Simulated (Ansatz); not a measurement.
The same path of C2H5AlSi (9 atoms, charge 0, multiplicity 1) was run twice with different band settings. The coordinate that changes most is the angle C1–C2–Si4.

All numbers below come from Ansatz 0.2.0, RKS PBE/def2-SVP.

Relaxed end points:

```xyz
9
Properties=species:S:1:pos:R:3
C -0.789 1.241 -0.859
C -0.001 0.282 -0.325
Al 1.660 -0.738 -0.336
Si -0.157 -0.937 1.182
H -1.785 1.501 -0.445
H -0.482 1.827 -1.748
H 3.061 -0.946 -1.083
H -1.273 -1.952 1.072
H -0.234 -0.279 2.541
```

```xyz
9
Properties=species:S:1:pos:R:3
C -0.793 1.236 -0.865
C 0.011 0.302 -0.307
Al 1.675 -0.712 -0.312
Si -0.162 -0.944 1.175
H -0.475 1.837 -1.740
H -1.812 1.458 -0.487
H 3.075 -0.923 -1.060
H -1.277 -1.958 1.055
H -0.242 -0.297 2.540
```

Common settings: spring 5.0 eV/Å²; optimiser quadratic models (default); start path IDPP; force threshold 0.05 eV/Å; iteration limit 60; end points relaxed.

| run | movable images | climbing image |
| --- | --- | --- |
| 1 | 7 | yes |
| 2 | 6 | no |

What does each run give, and how far can it be trusted?

Run 1: converged after 16 iterations, highest image 0.486 eV above the first end. A structure lower than the first end lies on the path between it and the top, so the climb from that side starts below the end, which may itself be a saddle point or a shallow side well. A structure lower than the last end lies on the path between it and the top, so the climb from that side starts below the end, which may itself be a saddle point or a shallow side well. A vibrational analysis at the climbing image gives one clearly imaginary mode, 277i cm⁻¹: a first-order saddle point.
Run 2: converged after 17 iterations, highest image 0.362 eV above the first end. A structure lower than the first end lies on the path between it and the top, so the climb from that side starts below the end, which may itself be a saddle point or a shallow side well. A structure lower than the last end lies on the path between it and the top, so the climb from that side starts below the end, which may itself be a saddle point or a shallow side well. The dihedral H6–C1–C2–Si4 jumps by 114° between images 3 and 4, so the path isn't resolved there. No image climbed, so the highest image needn't sit at the top of the path.
